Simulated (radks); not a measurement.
Values are calculated unless marked as measured or tabulated.
Question: Species: Nb XV. Configuration: [Ar] 3d9. Code: a radial shooting solver on a logarithmic mesh with Libxc functionals. Model: scalar-relativistic Kohn-Sham, r2SCAN, spin-polarised, spherical densities, finite nucleus; open shells are filled with parallel spins first (spin-orbit coupling, left out, can overturn this in heavy ions); meta-GGA in the generalised Kohn-Sham scheme; Fermi nuclear charge, rms radius 4.324 fm. Some entries of the table are withheld. Estimate them.

orbital  occ.  eigenvalue (hartree)  <r^2> (bohr^2)
1s down     1             -705.2428        0.001758
1s up       1             -705.2428        0.001758
2s up       1             -109.6073         0.02935
2s down     1             -109.5248         0.02932
2p up       3             -99.12164         0.02313
2p down     3             -99.06092         0.02310
3s up       1             -27.94301          0.2152
3s down     1             -27.84649          0.2157
3p up       3             -24.46060             (1)
3p down     3             -24.36024             (2)
3d up       5                   (3)          0.2016
3d down     4                   (4)          0.2028
4s up       0             -11.25279           1.036
4s down     0             -11.21932           1.041
4p up       0                   (5)           1.137
4p down     0                   (6)           1.143

Answer: 
(1) 3p up <r^2> (bohr^2): 0.2180
(2) 3p down <r^2> (bohr^2): 0.2187
(3) 3d up eigenvalue (hartree): -18.85342
(4) 3d down eigenvalue (hartree): -18.73629
(5) 4p up eigenvalue (hartree): -10.09888
(6) 4p down eigenvalue (hartree): -10.06773
